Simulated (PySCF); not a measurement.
## Complete the spectrum of 1-phenyl-1-propyne

Compound: 1-phenyl-1-propyne, C9H8.
SMILES: `c1ccc(cc1)C#CC`

Computed with TDDFT CAM-B3LYP/def2-SVPD, vertical, gas phase, core orbitals frozen in the response in PySCF. Isolated species at its GFN2-xTB geometry, gas phase.

Lowest singlets, with some entries withheld (?).

```
state  E (eV)       f  main configurations (H = HOMO, L = LUMO)
   S1    5.21  0.0004                  H→L+1 (56%), H-1→L (40%)
   S2    5.30   0.385                                 H→L (89%)
   S3    5.56  0.0001                               H-2→L (91%)
   S4    6.33  0.0028                               H→L+2 (89%)
   S5    6.47  0.0073                   H→L+6 (69%), H→L+8 (9%)
   S6       ?       ?                                         ?
   S7       ?       ?                                         ?
   S8    6.99  0.0050                H→L+3 (78%), H-2→L+1 (13%)
```

Problem. What stands in place of each question mark?

Solution. 
- S6: E = 6.52 eV; f = 0.273; H-1→L (53%), H→L+1 (41%)
- S7: E = 6.68 eV; f = 0.245; H-1→L+1 (70%), H-3→L (19%)

Problem. How far apart are S1 and S2, in eV and cm⁻¹?

Solution. 5.305 − 5.208 = 0.097 eV, or about 780 cm⁻¹.

Problem. Where do the lowest triplets lie (Tamm–Dancoff)?

Solution. T1 3.63 eV, H→L (84%), H-1→L+1 (9%); T2 4.62 eV, H→L+1 (59%), H-1→L (34%); T3 4.68 eV, H-1→L+1 (86%), H→L (10%). E(S1) − E(T1) = +1.58 eV.

Problem. What is the mean static polarisability from the same response equations?

Solution. 107.7 au (15.96 Å³), with principal values 61.3, 96.8 and 165.0 au.

Time: 44 s. Hardware: an x86-64 server with one thread, on a shared host.
